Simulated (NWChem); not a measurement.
System: C2H2Cl, doublet; SMILES [CH]=CCl

Here is an NWChem input.

```
start job
memory heap 200 mb stack 700 mb global 900 mb
geometry units angstroms noautosym nocenter noautoz
  C     -0.270185     1.723922     0.000000
  C      0.503428     0.668803     0.000000
  Cl    -0.110954    -0.969424     0.000000
  H     -1.319842     2.007224     0.000000
  H      1.597104     0.712484     0.000000
end
basis spherical
  * library 6-31g*
end
dft
  odft
  mult 2
  xc xpbe96 cpbe96
  iterations 150
end
cosmo
  dielec 3.9
end
task dft energy
```

In the optimisation the excess spin sits in a' (Cs, its own frame). Geometry: optimised at PBE0/def2-SVP, spin-unrestricted. No stability test was run on the SCF state.

Level: PBE/6-31G* with COSMO at NWChem's default radii, gas-phase geometry; the question gives the dielectric constant. Reactions with the solvent are ignored.

### Question
Give the results of this calculation. (PBE/6-31G* (spherical d), spin-unrestricted, COSMO on the gas-phase geometry.) Quantities: electrostatic solvation energy (kcal/mol); dipole in solution (D).

### Answer
```yaml
electrostatic solvation energy (kcal/mol): -1.7
dipole in solution (D): 1.22
```
